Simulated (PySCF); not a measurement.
An unknown is described by computed data only.

Formula: C8H17BO.

- Rotational structure: rotational constants A, B, C: 2.814, 0.666, 0.613 GHz [PBE0-D3(BJ)/def2-SVP]
- Dipole: 1.35 D [B97-2/pcSseg-1]
- NMR, other nuclei: isotropic shieldings of nuclei other than C and H, by class: 18 (1 B), 267 (1 O) ppm [GIAO B97-2/pcSseg-1]
- 1H NMR: chemical shifts (computed TMS as zero) by class: 7.70 (1 H), 3.54 (1 H), 2.93 (1 H), 2.06 (1 H), 1.93 (1 H), 1.75 (1 H), 1.75 (1 H), 1.50 (1 H), 1.38 (1 H), 1.22 (1 H), 1.19 (3 H), 1.02 (3 H), 0.57 (1 H) ppm [GIAO B97-2/pcSseg-1]
- 13C NMR: chemical shifts (computed TMS as zero) by class: 76.1 (1 C), 67.9 (1 C), 33.9 (1 C), 28.2 (1 C), 27.5 (1 C), 26.5 (1 C), 25.1 (1 C), 18.9 (1 C) ppm [GIAO B97-2/pcSseg-1]

The electronic properties come from PySCF, for the isolated species, density fitting. Levels stand in brackets. One conformer (not necessarily the lowest) at the PBE0-D3(BJ)/def2-SVP geometry, without solvent, vibrations or thermal averaging. Each NMR value is the plain mean over a class of atoms that symmetry, rotation or inversion makes alike.

Question: What is the compound? Reason from the data.

Answer: Numbering: `[CH3:1][CH:2]([CH3:3])[O:4][C@H:5]1[BH:6][CH2:7][CH2:8][CH2:9][CH2:10]1`. 8 carbons fall into 8 classes; from least to most shielded: ring sp3 carbon bound to oxygen [C5] (76.1 ppm), chain sp3 carbon bound to oxygen [C2] (67.9 ppm), ring CH2 carbon [C10] (33.9 ppm), ring CH2 carbon [C9] (28.2 ppm), ring sp3 carbon bound to boron [C7] (27.5 ppm), ring CH2 carbon [C8] (26.5 ppm), methyl carbon [C1] (25.1 ppm), methyl carbon [C3] (18.9 ppm). Hydrogen classes from least to most shielded: 1 H on a three-coordinate boron, B6 (7.70 ppm), 1 H on an sp3 carbon bound to oxygen, C2 (3.54 ppm), 1 H on an sp3 carbon bound to oxygen, C5 (2.93 ppm), 1 H on an sp3 carbon bound to boron, C7 (2.06 ppm), 1 H on a ring CH2 carbon, C10 (1.93 ppm), 1 H on a ring CH2 carbon, C8 (1.75 ppm), 1 H on a ring CH2 carbon, C9 (1.75 ppm), 1 H on a ring CH2 carbon, C10 (1.50 ppm), 1 H on a ring CH2 carbon, C9 (1.38 ppm), 1 H on a ring CH2 carbon, C8 (1.22 ppm), 3 H on a methyl carbon, C1 (1.19 ppm, a mean of values up to 0.6 ppm apart in this geometry), 3 H on a methyl carbon, C3 (1.02 ppm, a mean of values up to 0.9 ppm apart in this geometry); 1 more class is left out. The other shieldings belong to: 18 ppm, three-coordinate boron [B6]; 267 ppm, ether oxygen [O4]. The optimised geometry has point group C1 and is an asymmetric top. Structure: `CC(C)O[C@H]1BCCCC1`. Computed isomers that give other values at the same levels: `CB(C)[C@@H]1CCCOCC1` (rotational constant A: 2.315 GHz; this holds for the one conformer computed). The assignments are read from this structure; whether some other isomer fits the data as well wasn't checked. The mirror image fits equally.
